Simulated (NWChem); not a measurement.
System: C₄H₄F₂; SMILES FC1=CC[C@H]1F

Excerpt of the output:

```
             Northwest Computational Chemistry Package (NWChem) 7.3.0
             --------------------------------------------------------

                             Geometry "geometry" -> ""
                             -------------------------

 Output coordinates in angstroms (scale by  1.889725989 to convert to a.u.)

  No.       Tag          Charge          X              Y              Z
 ---- ---------------- ---------- -------------- -------------- --------------
    1 F                    9.0000     0.78007100     1.81964800    -0.02847900
    2 C                    6.0000    -0.00817400     0.74676000    -0.00261200
    3 C                    6.0000    -1.29998800     0.53859100    -0.27020600
    4 C                    6.0000    -1.19225600    -0.94920600     0.05527500
    5 C                    6.0000     0.29487900    -0.65313300     0.45081800
    6 F                    9.0000     1.25313800    -1.34467500    -0.26738100
    7 H                    1.0000    -2.13066200     1.17176300    -0.55757900
    8 H                    1.0000    -1.25516900    -1.62386800    -0.80413000
    9 H                    1.0000    -1.83001500    -1.32074100     0.86601700
   10 H                    1.0000     0.52168400    -0.77225900     1.51639300

 Effective nuclear repulsion energy (a.u.)     229.1692127916

                              NWChem Property Module
                              ----------------------

  itol2e modified to match energy
  convergence criterion.

                                 NWChem DFT Module
                                 -----------------

 Summary of "ao basis" -> "ao basis" (spherical)
 ------------------------------------------------------------------------------
       Tag                 Description            Shells   Functions and Types
 ---------------- ------------------------------  ------  ---------------------
 F                          pcsseg-1                 7       17   3s3p1d
 C                          pcsseg-1                 7       17   3s3p1d
 H                          pcsseg-1                 3        5   2s1p

  itol2e modified to match energy
  convergence criterion.

            General Information
            -------------------
          SCF calculation type: DFT
          Wavefunction type:  closed shell.
          No. of atoms     :    10
          No. of electrons :    46
           Alpha electrons :    23
            Beta electrons :    23
          Charge           :     0
          Spin multiplicity:     1
          Use of symmetry is: off; symmetry adaption is: off
          Maximum number of iterations: 150
          AO basis - number of functions:   122
                     number of shells:    54
          Convergence on energy requested:  1.00D-07
          Convergence on density requested:  1.00D-05
          Convergence on gradient requested:  5.00D-04

              XC Information
              --------------
                          KT2 Method XC Functional
                        Slater Exchange Functional  1.072 local
                           KT1 gradient correction  1.000 non-local
            Perdew 1991 LDA Correlation Functional  0.577 local

             Grid Information
             ----------------
          Grid used for XC integration:  fine
          Radial quadrature: Mura-Knowles
          Angular quadrature: Lebedev.
          Tag              B.-S. Rad. Rad. Pts. Rad. Cut. Ang. Pts.
          ---              ---------- --------- --------- ---------
          F                   0.50       70          11.0       590
          C                   0.70       70          10.0       590
          H                   0.35       60          11.0       590
          Grid pruning is: on
          Number of quadrature shells:   660
          Spatial weights used:  Erf1

      Superposition of Atomic Density Guess
      -------------------------------------

 Sum of atomic energies:        -351.34001566

[...]

          -----------------------------------------
          Chemical Shielding Tensors (GIAO, in ppm)
          -----------------------------------------

                                NWChem CPHF Module
                                ------------------

  scftype          =     RHF
  nclosed          =       23
  nopen            =        0
  variables        =     2277
  # of vectors     =        3
  tolerance        = 0.10D-03
  level shift      = 0.00D+00
  max iterations   =       50
  max subspace     =       30

 SCF residual:    4.8202198684110265E-005

Iterative solution of linear equations
  No. of variables     2277
  No. of equations        3
  Maximum subspace       30
        Iterations       50
       Convergence  1.0D-04

   iter   nsub   residual    time
   ----  ------  --------  ---------
     1      3    1.54D-05      88.7

      Atom:    1  F
        Diamagnetic
    476.4621     12.6029     -1.0542
     12.6029    486.1392      0.1500
     -1.0542      0.1500    469.3447

        Paramagnetic
   -299.3420     54.4029    -34.4238
     54.4029   -244.3834     37.0317
    -34.4238     37.0317   -172.4766

        Total Shielding Tensor
    177.1201     67.0059    -35.4780
     67.0059    241.7558     37.1817
    -35.4780     37.1817    296.8681

           isotropic =     238.5813
          anisotropy =     115.5628

          Principal Components and Axis System
                 1           2           3
              315.6232    279.2553    120.8655

      1        -0.0203      0.5955      0.8031
      2         0.4348      0.7286     -0.5293
      3         0.9003     -0.3384      0.2737

      Atom:    2  C
        Diamagnetic
    258.7063      5.5816      5.7571
      5.5816    258.6176     -4.7514
      5.7571     -4.7514    228.5217

        Paramagnetic
   -196.3133      3.5769     -3.9301
      3.5769   -300.4142     35.2714
     -3.9301     35.2714   -160.0008

        Total Shielding Tensor
     62.3930      9.1585      1.8270
      9.1585    -41.7966     30.5200
      1.8270     30.5200     68.5209

           isotropic =      29.7058
          anisotropy =      71.7381

          Principal Components and Axis System
                 1           2           3
               77.5312     61.8917    -50.3056

      1         0.2681      0.9605     -0.0745
      2         0.2580      0.0029      0.9661
      3         0.9282     -0.2782     -0.2470

      Atom:    3  C
        Diamagnetic
    262.1210      1.6392      4.6423
      1.6392    262.8231     -4.5675
      4.6423     -4.5675    238.2499

        Paramagnetic
   -153.2623    -15.3419    -19.4570
    -15.3419   -265.4195     24.2383
    -19.4570     24.2383   -114.4961

        Total Shielding Tensor
    108.8587    -13.7027    -14.8147
    -13.7027     -2.5965     19.6708
    -14.8147     19.6708    123.7538

           isotropic =      76.6720
          anisotropy =      90.4818

          Principal Components and Axis System
                 1           2           3
              136.9932     99.7399     -6.7171

      1        -0.5224      0.8469      0.0992
      2         0.1691     -0.0112      0.9855
      3         0.8358      0.5316     -0.1373

      Atom:    4  C
        Diamagnetic
    250.8039     -0.7573      1.8109
     -0.7573    252.2821     -3.3861
      1.8109     -3.3861    240.7479

        Paramagnetic
    -95.0624     -8.2350     -6.4172
     -8.2350   -114.4915      9.8553
     -6.4172      9.8553    -81.7741

        Total Shielding Tensor
    155.7415     -8.9923     -4.6062
     -8.9923    137.7905      6.4692
     -4.6062      6.4692    158.9738

           isotropic =     150.8353
          anisotropy =      23.0941

          Principal Components and Axis System
                 1           2           3
              166.2314    152.9549    133.3196

      1         0.6137      0.7146      0.3357
      2        -0.3545     -0.1306      0.9259
      3        -0.7055      0.6872     -0.1732

      Atom:    5  C
        Diamagnetic
    248.0982     -2.5485     -3.1069
     -2.5485    248.7109      1.0088
     -3.1069      1.0088    236.9251

        Paramagnetic
   -147.7997    -14.3587    -17.6014
    -14.3587   -152.7756     18.6988
    -17.6014     18.6988   -166.3182

        Total Shielding Tensor
    100.2984    -16.9072    -20.7082
    -16.9072     95.9353     19.7076
    -20.7082     19.7076     70.6069

           isotropic =      88.9469
          anisotropy =      60.2539

          Principal Components and Axis System
                 1           2           3
              129.1162     81.1064     56.6181

      1         0.6680      0.6803      0.3017
      2        -0.6010      0.7322     -0.3204
      3        -0.4389      0.0327      0.8980

      Atom:    6  F
        Diamagnetic
    481.6099    -10.1110    -10.0863
    -10.1110    476.3271      7.6619
    -10.0863      7.6619    474.9312

        Paramagnetic
   -121.8304     -2.5451     17.3171
     -2.5451   -140.7448      6.3807
     17.3171      6.3807   -122.9880

        Total Shielding Tensor
    359.7795    -12.6561      7.2308
    -12.6561    335.5823     14.0427
      7.2308     14.0427    351.9432

           isotropic =     349.1017
          anisotropy =      24.4308

          Principal Components and Axis System
                 1           2           3
              365.3889    360.0141    321.9019

      1         0.9333      0.0060      0.3591
      2        -0.3146      0.4960      0.8093
      3         0.1733      0.8683     -0.4648

      Atom:    7  H
        Diamagnetic
     35.9584     -6.5572      3.7074
     -6.5572     31.3874     -2.7964
      3.7074     -2.7964     24.5044

        Paramagnetic
     -6.4110      4.9079     -3.0213
      4.9079     -6.6303      2.8063
     -3.0213      2.8063     -0.1976

        Total Shielding Tensor
     29.5474     -1.6493      0.6861
     -1.6493     24.7571      0.0100
      0.6861      0.0100     24.3068

[...]
```

Level: KT2/pcSseg-1, GIAO. Structure relaxed at the B3LYP/6-31G* (spherical d) level. The printed shielding anisotropy is the first printed principal value minus the mean of the other two.

Q: Write an input that gives this output.

A: Several could match; the one computed here: the input that was run:
```
start job
memory heap 200 mb stack 900 mb global 1100 mb
geometry units angstroms noautosym nocenter noautoz
  F      0.780071     1.819648    -0.028479
  C     -0.008174     0.746760    -0.002612
  C     -1.299988     0.538591    -0.270206
  C     -1.192256    -0.949206     0.055275
  C      0.294879    -0.653133     0.450818
  F      1.253138    -1.344675    -0.267381
  H     -2.130662     1.171763    -0.557579
  H     -1.255169    -1.623868    -0.804130
  H     -1.830015    -1.320741     0.866017
  H      0.521684    -0.772259     1.516393
end
basis spherical
  * library pcsseg-1
end
dft
  xc kt2
  iterations 150
end
property
  shielding
end
task dft property
```
